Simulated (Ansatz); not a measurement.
A nudged elastic band was laid between two geometries of CH6BSb (9 atoms, charge 0, multiplicity 1).

Level of theory: RKS PBE-D4/def2-SVP (Ansatz).

| Item | Value |
| --- | --- |
| movable images | 5 |
| climbing image | yes |
| spring | 5.0 eV/Å² |
| optimiser | quadratic models (default) |
| start path | through a guess of the saddle point |
| force threshold | 0.05 eV/Å |
| iteration limit | 60 |
| end points | relaxed |

First end point:

```xyz
9
Properties=species:S:1:pos:R:3
B -0.732 0.670 -1.578
Sb 0.753 1.005 0.025
C 0.641 -0.950 1.030
H -0.739 -0.387 -2.181
H -1.427 1.587 -1.970
H -0.312 1.858 1.087
H -0.399 -1.187 1.316
H 1.286 -0.928 1.928
H 1.018 -1.715 0.326
```

Last end point:

```xyz
9
Properties=species:S:1:pos:R:3
B -0.734 0.671 -1.578
Sb 0.759 0.998 0.020
C 0.640 -0.952 1.032
H -1.414 1.598 -1.975
H -0.762 -0.389 -2.174
H -0.299 1.862 1.080
H -0.403 -1.190 1.308
H 1.276 -0.925 1.935
H 1.026 -1.719 0.334
```

(1) Which bonds break or form, and what moves?

(2) What energy profile does the band end with?

(3) What is the geometry of the highest image?

(4) What are the harmonic wavenumbers there?

Results:

(1) No bond is made or broken. The dihedral H5–B1–Sb2–C3 goes from 146 to -43°. The two ends are copies of one structure, up to a mirror image or an exchange of like atoms.

(2) The run converged. The highest image is number 3 of 0 to 6, 0.232 eV above the ends, which have the same energy within 2 meV. A vibrational analysis at the climbing image gives one clearly imaginary mode, 231i cm⁻¹: a first-order saddle point.

```tsv
image	path coordinate (Å)	energy (eV)	dihedral H5–B1–Sb2–C3 (°)
0	0.00	0.000	146
1	0.80	0.044	167
2	1.59	0.157	-163
3	2.39	0.232	-129
4	3.15	0.175	-97
5	3.91	0.065	-69
6	4.68	0.000	-43
```

(3) 
```xyz
9
Properties=species:S:1:pos:R:3
B -0.704 0.681 -1.497
Sb 0.829 1.159 0.119
C 0.672 -0.911 0.915
H -1.747 0.137 -1.189
H -0.491 0.921 -2.671
H -0.459 1.711 1.157
H -0.382 -1.239 0.961
H 1.119 -0.917 1.927
H 1.252 -1.589 0.260
```

(4) 231i, 119, 153, 455, 472, 482, 534, 645, 752, 795, 862, 1102, 1154, 1386, 1387, 1831, 2507, 2620, 2995, 3109, 3123 cm⁻¹.

The run took 110 s on 1 thread of Arm Neoverse V1, with other jobs on the host, peak memory 0.12 GiB.
